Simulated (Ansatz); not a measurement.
Input for Ansatz (a first-principles code): R-B3LYP/def2-TZVPP on GeH5NSi (SMILES [NH2][Ge][SiH3]), a point of a torsion scan.

Ansatz 0.2 input:
```yaml
crystal:
  periodic: [false, false, false]
  atoms:
    - {symbol: N, position_ang: [1.78314372, -0.12823297, 0.20082924]}
    - {symbol: Ge, position_ang: [0.55012749, -0.08510815, 1.52010796]}
    - {symbol: Si, position_ang: [-1.34073891, 0.04035825, 0.00107329]}
    - {symbol: H, position_ang: [2.77420027, -0.17431007, 0.38894700]}
    - {symbol: H, position_ang: [1.64076626, -0.11463246, -0.79828750]}
    - {symbol: H, position_ang: [-1.24100748, -0.80174654, -1.20482755]}
    - {symbol: H, position_ang: [-2.62533718, -0.34093249, 0.60974566]}
    - {symbol: H, position_ang: [-1.58088906, 1.39179859, -0.53613140]}
basis:
  gaussian:
    orbitals: def2-TZVPP
hamiltonian:
  xc: {name: B3LYP}
scf: {lower_state_search: off}
```

Task: What total energy does the run end on?

Result: -2424.3576 hartree.
